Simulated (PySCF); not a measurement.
C6H9PS.
Z-matrix (Å and degrees, GFN2-xTB geometry), rows numbered from 1:
```
C 
C   1  1.5304
C   2  1.5304  1  110.91
C   2  1.5020  1  110.49  3  -122.88
C   4  1.3561  2  126.80  1    61.62
P   5  1.7649  4  118.49  2  -179.97
C   6  1.7031  5   92.69  4    -0.01
S   7  1.7124  6  118.34  5    -0.00
H   1  1.0875  2  110.10  3   -60.01
H   1  1.0873  2  110.50  3    59.88
H   1  1.0879  2  110.50  3   179.99
H   2  1.0956  1  108.52  3   119.12
H   3  1.0879  2  110.49  1   179.94
H   3  1.0872  2  110.49  1   -59.97
H   3  1.0875  2  110.12  1    59.92
H   5  1.0788  4  121.37  2     0.04
H   7  1.0754  6  125.04  5   180.00
```

NICS is the negative of the GIAO shielding at a point without a nucleus: at the ring centre (0) and 1 Å above and below it (1); zz is the component along the ring normal. Level: GIAO PBE0/pcSseg-1 (PySCF, non-relativistic, gas phase) on the GFN2-xTB geometry, one conformer.

Ring bond lengths (Å), with Mayer bond orders in brackets: C4–C5 1.356 (1.61), C5–P6 1.765 (1.15), P6–C7 1.703 (1.48), C7–S8 1.712 (1.16), S8–C4 1.728 (1.17).

Problem. Give the NICS values of each ring in ppm.

Solution. 
```tsv
ring	type	NICS(0)	NICS(1), two faces	NICS(1)zz, two faces	rms pucker (Å)	centre to ring atoms, mean (Å)
C4–C5–P6–C7–S8	5-membered ring with P and S; formal bonds all aromatic	-11.5	-11.4 / -11.4	-25.9 / -25.9	0.00	1.40
```

Problem. What can be read from them?

Solution. 
- C4–C5–P6–C7–S8: mean NICS(1)zz -25.9 ppm, shielded.

Problem. And the bond-length index? HOMA = 1 − mean of α(R − Ropt)² over the ring bonds, with Krygowski's 1993 parameters (CC: Ropt 1.388 Å, α 257.7 Å⁻²; CP: Ropt 1.698 Å, α 118.91 Å⁻²; CS: Ropt 1.677 Å, α 94.09 Å⁻²).

Solution. 
- C4–C5–P6–C7–S8: HOMA 0.77; the largest term is that of C5–P6, α(R − Ropt)² = 0.53.

Problem. What field does 9.4 T along the ring normal induce along that normal at the second NICS(1) probe listed for ring C4–C5–P6–C7–S8, 1 Å off the ring?

Solution. NICSzz × B0 = -25.9 ppm × 9.4 T = -243 μT, against the applied field.

Problem. What are the shieldings of the ring atoms and their hydrogens in the same run (means over atoms taken as equivalent)?

Solution. 
```json
{"atoms": "C4", "environment": "substituted aromatic carbon", "σ isotropic (ppm)": "11.1", "principal values of the symmetric part, first atom (ppm)": "-67.2, -9.7, 110.2"}
{"atoms": "C5", "environment": "aromatic CH carbon", "σ isotropic (ppm)": "43.3", "principal values of the symmetric part, first atom (ppm)": "-58.8, 32.3, 156.3"}
{"atoms": "P6", "environment": "phosphorus bonded to 2 C", "σ isotropic (ppm)": "75.0", "principal values of the symmetric part, first atom (ppm)": "-211.1, 95.0, 341.2"}
{"atoms": "C7", "environment": "aromatic CH next to a ring sulfur", "σ isotropic (ppm)": "21.4", "principal values of the symmetric part, first atom (ppm)": "-127.7, 42.6, 149.2"}
{"atoms": "S8", "environment": "thiophene-type sulfur", "σ isotropic (ppm)": "166.8", "principal values of the symmetric part, first atom (ppm)": "33.9, 194.2, 272.3"}
{"atoms": "H16", "environment": "aromatic hydrogen", "σ isotropic (ppm)": "23.68", "principal values of the symmetric part, first atom (ppm)": "20.9, 21.4, 28.7"}
{"atoms": "H17", "environment": "aromatic hydrogen", "σ isotropic (ppm)": "23.29", "principal values of the symmetric part, first atom (ppm)": "21.6, 23.2, 25.1"}
```
